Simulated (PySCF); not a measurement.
**Correlation energy of Sb⁴⁺ (antimony, charge +4)**

Starting occupation: [Kr] 4d10 5s1, 5s1/2 with m_j = +1/2. Computed with PySCF 2.14 in x2c-QZVPPall-2c (13s13p9d4f1g, 134 functions), with X2C-1e with screened-nucleus spin-orbit coupling, Gaussian nucleus. Frozen: [Ar] 3d10; 19 electrons correlated; the 32 highest virtual spinors left out.

MP2 pair energies summed by pair of shells (mhartree):

```json
{"pair": "4d3/2-4d5/2", "energy": "-163.46", "share (%)": "26.9"}
{"pair": "4d5/2-4d5/2", "energy": "-118.29", "share (%)": "19.4"}
{"pair": "4d3/2-4d3/2", "energy": "-51.90", "share (%)": "8.5"}
{"pair": "4d5/2-4p3/2", "energy": "-46.85", "share (%)": "7.7"}
{"pair": "4d3/2-4p3/2", "energy": "-32.43", "share (%)": "5.3"}
{"pair": "4d5/2-5s1/2", "energy": "-31.99", "share (%)": "5.3"}
{"pair": "4d5/2-4p1/2", "energy": "-24.27", "share (%)": "4.0"}
{"pair": "4d3/2-5s1/2", "energy": "-20.18", "share (%)": "3.3"}
{"pair": "4d5/2-4s1/2", "energy": "-19.28", "share (%)": "3.2"}
{"pair": "4p3/2-4p3/2", "energy": "-19.26", "share (%)": "3.2"}
{"pair": "4p1/2-4p3/2", "energy": "-18.59", "share (%)": "3.1"}
{"pair": "4d3/2-4p1/2", "energy": "-15.56", "share (%)": "2.6"}
{"pair": "4d3/2-4s1/2", "energy": "-13.02", "share (%)": "2.1"}
{"pair": "4p3/2-4s1/2", "energy": "-11.63", "share (%)": "1.9"}
{"pair": "4p1/2-4s1/2", "energy": "-6.00", "share (%)": "1.0"}
{"pair": "4p1/2-4p1/2", "energy": "-5.16", "share (%)": "0.8"}
{"pair": "4p3/2-5s1/2", "energy": "-4.39", "share (%)": "0.7"}
{"pair": "4s1/2-4s1/2", "energy": "-3.66", "share (%)": "0.6"}
{"pair": "4p1/2-5s1/2", "energy": "-1.98", "share (%)": "0.3"}
{"pair": "4s1/2-5s1/2", "energy": "-0.84", "share (%)": "0.1"}
```

Total MP2 correlation energy: -608.74 mhartree.

This basis was not built for core-valence correlation, so the inner-shell part is incomplete.
